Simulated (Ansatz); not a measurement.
Mulliken charges of CH$_{3}$ClF$_{2}$Ge, SMILES `[CH3][Ge]([F])([F])[Cl]` from PBE/def2-TZVPP in Ansatz (PBE0-D4/def2-TZVP geometry).

```json
{"atom": "C1", "x (Å)": "-0.896", "y (Å)": "-0.292", "z (Å)": "0.532", "charge (e)": "-0.376"}
{"atom": "Ge2", "x (Å)": "0.703", "y (Å)": "0.159", "z (Å)": "-0.422", "charge (e)": "0.865"}
{"atom": "F3", "x (Å)": "2.081", "y (Å)": "-0.609", "z (Å)": "0.261", "charge (e)": "-0.314"}
{"atom": "F4", "x (Å)": "0.652", "y (Å)": "-0.416", "z (Å)": "-2.041", "charge (e)": "-0.314"}
{"atom": "Cl5", "x (Å)": "1.137", "y (Å)": "2.232", "z (Å)": "-0.518", "charge (e)": "-0.257"}
{"atom": "H6", "x (Å)": "-1.028", "y (Å)": "-1.374", "z (Å)": "0.509", "charge (e)": "0.134"}
{"atom": "H7", "x (Å)": "-0.808", "y (Å)": "0.048", "z (Å)": "1.564", "charge (e)": "0.132"}
{"atom": "H8", "x (Å)": "-1.748", "y (Å)": "0.194", "z (Å)": "0.058", "charge (e)": "0.132"}
```

Problem. By hand: the dipole of these point charges (1 e Å = 4.8032 D).

Solution. Σ q r = (-0.681, -0.157, 0.409) e Å, of length 0.810 e Å = 3.89 D.

Problem. How does the dipole of the full density compare? (Best estimate.)

Solution. The calculation gave: (-0.563, -0.037, 0.346) e Å, 3.18 D; the point charges give 1.22 times that, at 8° from its direction.

Point charges leave out the atoms' own dipoles, such as those of lone pairs, and Mulliken's split depends on the basis, so the two needn't agree.
